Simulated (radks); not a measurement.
The table gives one normalised radial function P(r) = r R(r) of Nb in [Kr] 4d4 5s1 (r in bohr). Method: scalar-relativistic Kohn-Sham, LDA (Slater exchange, Perdew-Wang correlation), spin-unpolarised, spherical densities, point nucleus; computed with a radial shooting solver on a logarithmic mesh with Libxc functionals.

r              P
0.004533   0.0339
0.006094   0.0419
0.008194   0.0504
0.01093    0.0581
0.01469    0.0637
0.0196     0.0639
0.02635    0.0547
0.03514    0.0329
0.04725   -0.0046
0.06301   -0.0514
0.08472   -0.0945
0.113     -0.1063
0.1519    -0.0614
0.2026     0.0366
0.2724     0.1403
0.3663     0.1559
0.4885     0.0364
0.6568    -0.1606
0.876     -0.2675
1.178     -0.1606
1.571      0.1215
2.112      0.4231
2.817      0.5735
3.787      0.5324
5.051      0.3625
6.791      0.1725
9.058      0.0558
12.18      0.0105

Which n and l does it have? It may be an empty orbital.

Answer. n = 5, l = 0: the number of nodes gives n - l - 1 = 4, the rise at small r (about r^(l+1), flatter next to the nucleus through relativity) gives l, and the extent must fit the shell. The curve is that of 5s. 5s: eigenvalue -4.195 eV, 4 radial nodes at r = 0.0458, 0.184, 0.517, 1.40 bohr, <r> = 3.68 bohr, 90 % of the charge inside 5.53 bohr.
